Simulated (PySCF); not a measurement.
**CuF⁻: mean field, correlation and small terms against distance**

State: ²Σ⁺, doublet, unpaired electrons σ ↑. ROHF-based CCSD(T) in PySCF 2.14 with Cu aug-cc-pVDZ-PP with ECP10, F aug-cc-pVDZ and Cu aug-cc-pVTZ-PP with ECP10, F aug-cc-pVTZ (frozen core orbitals: 5; scalar-relativistic core potentials). Correlation energies are extrapolated as n⁻³ (n = 2, 3), Hartree–Fock as (n+1)·exp(−9√n). All energies in eV from Cu (3d10 4s1) + F⁻.

| R (Å) | HF/CBS | CCSD corr. | (T) | total |
| --- | --- | --- | --- | --- |
| 1.6242 | -1.165 | -0.430 | -0.1222 | -1.718 |
| 1.6981 | -1.522 | -0.348 | -0.1104 | -1.980 |
| 1.7719 | -1.715 | -0.279 | -0.0986 | -2.092 |
| 1.8457 | -1.797 | -0.221 | -0.0877 | -2.105 |
| 1.9195 | -1.805 | -0.174 | -0.0782 | -2.057 |
| 2.0118 | -1.751 | -0.126 | -0.0682 | -1.946 |
| 2.1041 | -1.656 | -0.089 | -0.0600 | -1.805 |

A fit to the total gives Re = 1.8209 Å, De = 2.109 eV, ωe = 494.1 cm⁻¹, Be = 0.3484 cm⁻¹ (masses 62.9296 and 18.9984 u).

Q: At R = 1.8457 Å the CCSD correlation energy is -0.645238 hartree in the smaller basis and -0.757933 in the larger. Extrapolate it.

A: (3³·E3 − 2³·E2)/(3³ − 2³) = -0.80538 hartree; the larger basis holds 94.1 % of it.

The T1 diagnostic is 0.057, large enough to doubt a single reference. The state was picked by a PBE0 search and need not be the measured ground state. Spin–orbit coupling, excitations beyond (T) and corrections to the Born–Oppenheimer picture are left out.
